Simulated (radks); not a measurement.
Results of a calculation; reference values are marked as such.
Dispersion coefficients C6 (hartree bohr^6) between ground-configuration atoms and ions, from the Casimir-Polder integral (3/pi) of alpha_A(iw) alpha_B(iw). Level of theory: scalar-relativistic Kohn-Sham, LB94 model potential, spin-polarised, spherical densities, finite nucleus; open shells are filled with parallel spins first (spin-orbit coupling, left out, can overturn this in heavy ions); Fermi nuclear charge, rms radius of each element as measured or else 0.836 A^(1/3) + 0.57 fm (a radial shooting solver on a logarithmic mesh with Libxc functionals). Response by self-consistent Sternheimer equations with the Hartree and adiabatic LDA kernel, the relativistic mass of each level held fixed and spin-orbit coupling left out. For heavy and open-shell atoms this level of theory can miss by tens of per cent.

| C6 | Zr+ | Ag | Au3+ | Ho | B | Xe | As+ | Zn2+ | Cu |
|---|---|---|---|---|---|---|---|---|---|
| Zr+ | 367.5 |  |  |  |  |  |  |  |  |
| Ag | 297.0 | 244.7 |  |  |  |  |  |  |  |
| Au3+ | 88.76 | 79.32 | 34.44 |  |  |  |  |  |  |
| Ho | 706.3 | 557.1 | 150.8 | 1404 |  |  |  |  |  |
| B | 189.0 | 153.6 | 45.93 | 358.1 | 98.70 |  |  |  |  |
| Xe | 306.8 | 258.8 | 90.27 | 554.2 | 161.4 | 284.1 |  |  |  |
| As+ | 174.7 | 147.0 | 50.76 | 316.4 | 91.94 | 161.0 | 91.30 |  |  |
| Zn2+ | 38.74 | 34.74 | 15.33 | 65.77 | 19.96 | 39.48 | 22.20 | 6.856 |  |
| Cu | 244.0 | 198.5 | 60.86 | 465.0 | 125.9 | 206.8 | 117.7 | 26.62 | 162.5 |

Static polarisabilities (bohr^3): Zr+ ([Kr] 4d2 5s1) 46.70, Ag ([Kr] 4d10 5s1) 33.34, Au3+ ([Xe] 4f14 5d8) 5.906, Ho ([Xe] 4f11 6s2) 109.3, B ([He] 2s2 2p1) 21.11, Xe ([Xe]) 27.03, As+ ([Ar] 3d10 4s2 4p2) 15.55, Zn2+ ([Ar] 3d10) 2.564, Cu ([Ar] 3d10 4s1) 29.20. The combination rule 2 Ca Cb / ((alpha_b/alpha_a) Ca + (alpha_a/alpha_b) Cb) gives 24.13 for Cu-Zn2+, against 26.62 from the integral.
